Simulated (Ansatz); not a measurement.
CH3F2NbO (`[CH3][Nb](=[O])([F])[F]`) at its PBE0-D4/def2-TZVP geometry, where that method's forces vanish. Total charge 0; spin multiplicity 1. Nb takes the def2 core potential.

```json
{"atom": "C1", "x (Å)": "-0.6732", "y (Å)": "0.8985", "z (Å)": "-0.0436"}
{"atom": "Nb2", "x (Å)": "0.6094", "y (Å)": "-0.8064", "z (Å)": "0.0566"}
{"atom": "O3", "x (Å)": "0.5699", "y (Å)": "-1.4293", "z (Å)": "-1.5089"}
{"atom": "F4", "x (Å)": "2.3339", "y (Å)": "-0.2228", "z (Å)": "0.4592"}
{"atom": "F5", "x (Å)": "-0.1368", "y (Å)": "-2.0359", "z (Å)": "1.2430"}
{"atom": "H6", "x (Å)": "-0.2941", "y (Å)": "1.6088", "z (Å)": "-0.7849"}
{"atom": "H7", "x (Å)": "-1.6778", "y (Å)": "0.5942", "z (Å)": "-0.3531"}
{"atom": "H8", "x (Å)": "-0.7312", "y (Å)": "1.3928", "z (Å)": "0.9316"}
```

Q: For each bond, give half the difference of the two atoms' forces along it (eV/Å; positive pushes the atoms apart) under PBE-D4, r2SCAN-D4, B3LYP-D4, ωB97M-V in def2-TZVPP. (An estimate is asked.)

A: Ansatz gave: 
```
  bond  length (Å)  PBE-D4  r2SCAN-D4  B3LYP-D4  ωB97M-V
C1–Nb2       2.136   -0.18      -0.06      0.11     0.09
 C1–H6       1.094    0.10      -0.02     -0.07    -0.05
 C1–H7       1.094    0.10      -0.02     -0.07    -0.05
 C1–H8       1.095    0.10      -0.03     -0.08    -0.07
Nb2–O3       1.685    1.00       0.58      0.41    -0.41
Nb2–F4       1.864    0.14       0.02      0.15     0.14
Nb2–F5       1.864    0.14       0.02      0.15     0.14
```

B3LYP here is the variant with VWN-RPA as its local correlation; programs differ in this.
